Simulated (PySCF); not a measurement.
SMILES CC(=C=CF)C#N, C$_{5}$H$_{4}$FN

Geometry (Å), atoms numbered from 1 in this order:
```xyz
11

C    -2.062   -0.827   -0.055
C    -0.967    0.198   -0.183
C     0.317   -0.093   -0.277
C     1.583   -0.383   -0.427
F     2.432   -0.519    0.586
C    -1.367    1.581   -0.204
N    -1.726    2.683   -0.220
H    -1.643   -1.840   -0.054
H    -2.623   -0.668    0.879
H    -2.775   -0.729   -0.888
H     2.047   -0.536   -1.408
```

The calculation used PySCF, quadratic response CAM-B3LYP/def2-TZVPD first hyperpolarisability, Taylor convention, gas phase. Geometry: PBE0-D3(BJ)/def2-SVP.

Problem. What is the first hyperpolarisability, and how does it disperse?

Solution. In au, Taylor convention; the vector part is βᵢ = ⅓ Σⱼ (βᵢⱼⱼ + βⱼᵢⱼ + βⱼⱼᵢ); β∥ is 3/5 of the vector part along the dipole, the dipole points from − to +:
| process | λ (nm) | β vector norm | β∥ | β HRS | depolarisation ratio |
| --- | --- | --- | --- | --- | --- |
| static β(0;0,0) | ∞ | 68.9 | -19.5 | 31.1 | 3.91 |
| second harmonic β(−2ω;ω,ω) | 1907 | 70.9 | -21.3 | 32.1 | 3.89 |
| Pockels β(−ω;ω,0) | 1907 | 69.5 | -20.1 | – | – |
| second harmonic β(−2ω;ω,ω) | 1064 | 77.1 | -26.1 | 35.0 | 3.85 |
| Pockels β(−ω;ω,0) | 1064 | 71.1 | -21.5 | – | – |

Problem. Which lowest excitations, dipole and polarisabilities go with it?

Solution. S1 4.63 eV (f = 0.001); S2 6.12 eV (f = 0.312); S3 6.23 eV (f = 0.003); dipole 3.88 D; isotropic α 70.6 au static, 70.8 au at 1907 nm, 71.4 au at 1064 nm, 71.6 au at 953.5 nm, 74.3 au at 532 nm.
